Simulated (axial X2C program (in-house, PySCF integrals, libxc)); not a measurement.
## Worked dissociation energy of InO: MP2, without spin–orbit coupling

All values were computed with an in-house all-electron X2C program for linear molecules (integrals from PySCF). Spin-free means the one-electron spin-free X2C Hamiltonian. Basis: In dyall-cv3z [11s12p9d4f1g], O dyall-av3z [7s6p3d2f] (cores contracted in-house); Gaussian nuclei, density fitting, unrestricted open shells. Masses: In 114.904 u, O 15.995 u.

Molecular state: M_S = 1/2, Λ = 0 (beyond evenly filled blocks: σα).

Correlated methods: 9 electrons correlated (number of frozen shells: In 4 s, 3 p, 2 d; O 1 s), 259 virtual spin orbitals or spinors in MP2.

- E(In) (2M_S = 1, M_L = 0): -5878.352076 hartree
- E(O) (2M_S = 2, M_L = 0): -75.021676 hartree
- E(InO) at Re: -5953.497017 hartree
- ωe: 535.1 cm⁻¹
- ωexe: 2.97 cm⁻¹

**Question.** Work out De and D0.

**Answer.** De = -5878.352076 + (-75.021676) − (-5953.497017) = 0.12326 hartree = 3.354 eV. The zero-point energy is ωe/2 − ωexe/4 = 267 cm⁻¹ = 0.033 eV, so D0 = 3.321 eV.

Occupations by symmetry block were frozen at the best pattern of an incomplete PBE0 search. De is counted from the lowest determinant-based energies of the atoms at the same level, without counterpoise correction. Other states lie close and PBE0, whose exact exchange favours high spin, may order them wrongly; the determinant shown need not be the ground state. The nearest other spin-free determinant of the search, M_S = 1/2, Λ = 1, lies 0.33 eV up at the distance of the search. With the outer-core shells frozen, correlated bond lengths of heavy atoms tend to come out a few hundredths of an ångström too long. Spin-free De lacks the spin–orbit lowering of the heavy p-block atom, a tenth of an eV or more for 4p and 5p, up to an eV for 6p and one to two eV for 7p atoms, less what an open-shell molecule gains itself.

Each atomic determinant is the lowest at this level and need not be a pure term. Totals compare only within one Hamiltonian and basis.
